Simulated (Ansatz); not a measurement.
Reaction (cleavage of the Sn–Si bond): `C[SiH](C)[SnH3]` + `OCF` → `FC[O][SnH3]` + `C[SiH2]C`

Program: Ansatz. Geometries: PBE0-D4/def2-TZVP. ΔE: electronic, gas phase. CCSD(T)/CBS is the MP2 limit (def2-TZVPP, def2-QZVPP) plus CCSD(T) − MP2 in def2-TZVPP, frozen cores. def2 core potentials past Kr. For Sn outer-core shells are correlated without core-valence functions, which leaves a few kJ/mol of doubt a bond. One conformer a species, not always the lowest.

| species | SCS-MP2/def2-TZVPP energy (Eh) |
| --- | --- |
| `C[SiH](C)[SnH3]` | -584.70141 |
| `OCF` | -214.65815 |
| `FC[O][SnH3]` | -429.46761 |
| `C[SiH2]C` | -369.89394 |

(1) Work out ΔE.

Largest T1 diagnostic among the species: 0.013.

Answers

(1) ΔE = (-429.46761) + (-369.89394) − (-584.70141) − (-214.65815) = -0.00199 Eh = -5.2 kJ/mol. CCSD(T)/CBS gives +2.4 kJ/mol.

The D4 term adds +3.8 kJ/mol with B3LYP and +2.5 kJ/mol with PBE0; it sums over pairs of atoms, weighted by their polarisabilities, and B3LYP, whose exchange is more repulsive, gets the larger term. In def2-TZVPP, CCSD(T) changes the Hartree–Fock value by +15.7 kJ/mol (the triples alone add +0.5 kJ/mol) and MP2 by +16.7 kJ/mol.

B3LYP here is the variant with VWN-RPA as its local correlation; programs differ in this.
